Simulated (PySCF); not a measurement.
1-bromo-1-fluorocyclopropane (C3H4BrF), SMILES FC1(Br)CC1.

The structure is a stationary point at B3LYP-D3(BJ)/def2-SVP.

The numbers are results of PySCF with TDA-PBE/def2-SVPD, not measurements.

Vertical excitations. Isolated molecule, no solvent. State labels are in the subgroup Cs.

Computed UV-visible absorptions:
| state | symmetry | energy (eV) | λ (nm) | f | main pairs |
|---|---|---|---|---|---|
| S1 | A" | 5.37 | 231 | 0.000 | HOMO→LUMO 99 % |
| S2 | A' | 6.02 | 206 | 0.008 | HOMO−1→LUMO 98 % |
| S3 | A" | 6.70 | 185 | 0.043 | HOMO→LUMO+1 89 % |
| S4 | A" | 6.75 | 184 | 0.010 | HOMO−3→LUMO 88 % |
| S5 | A' | 6.83 | 181 | 0.106 | HOMO−2→LUMO 91 % |
| S6 | A" | 7.20 | 172 | 0.000 | HOMO→LUMO+2 99 % |
| S7 | A' | 7.27 | 170 | 0.007 | HOMO→LUMO+3 72 %, HOMO−1→LUMO+1 26 % |
| S8 | A' | 7.31 | 170 | 0.042 | HOMO−1→LUMO+1 73 %, HOMO→LUMO+3 26 % |
| S9 | A" | 7.65 | 162 | 0.016 | HOMO→LUMO+4 97 % |
| S10 | A" | 7.80 | 159 | 0.001 | HOMO−1→LUMO+3 99 % |
| T1 | A" | 4.78 | 260 | 0 | HOMO→LUMO 100 % |
| T2 | A' | 5.33 | 232 | 0 | HOMO−1→LUMO 100 % |
| T3 | A' | 6.16 | 201 | 0 | HOMO−2→LUMO 98 % |
| T4 | A" | 6.27 | 198 | 0 | HOMO−3→LUMO 99 % |
Triplets are in the Tamm–Dancoff approximation.
